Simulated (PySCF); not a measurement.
## InCl + H₂O → HInO + HCl

Level: PBE0 in the def2-TZVP basis family, computed in PySCF with density fitting; scalar-relativistic core potentials for atoms from Rb on, none lighter, no spin–orbit coupling; open shells unrestricted.

```tsv
species	state and structure	E (Eh)	ZPE (kJ/mol)	H(298 K) − H(0) (kJ/mol)	S° (J/(mol K))
InCl	singlet, C∞v, In–Cl 2.414 Å	-650.27957	1.9	9.7	248.1
H₂O	singlet, C2v, O–H 0.960 Å (×2); H–O–H 105.1°	-76.37736	56.5	9.9	188.7
HInO	singlet, C∞v, In–H 1.664 Å, In–O 1.818 Å; H–In–O 180.0°	-265.85346	22.4	10.1	238.1
HCl	singlet, C∞v, H–Cl 1.279 Å	-460.66440	17.9	8.7	186.6
```

Question: What is the electronic reaction energy?

Answer: At PBE0/def2-TZVP, ΔE = 365.1 kJ/mol from the differences of the total energies times 2625.5, uphill. 

Question: Add zero-point, thermal and entropy terms for 298.15 K and 1 bar.

Answer: ΔZPE = -18.1 and Δ[H(298) − H(0)] = -0.8 kJ/mol give ΔH° = 346.2 kJ/mol. ΔS° = -12.1 J/(mol K), so ΔG° = 346.2 − 298.15 × (-0.0121) = 350 kJ/mol.

The structures come from searches over a few start shapes, so lower isomers are not excluded.
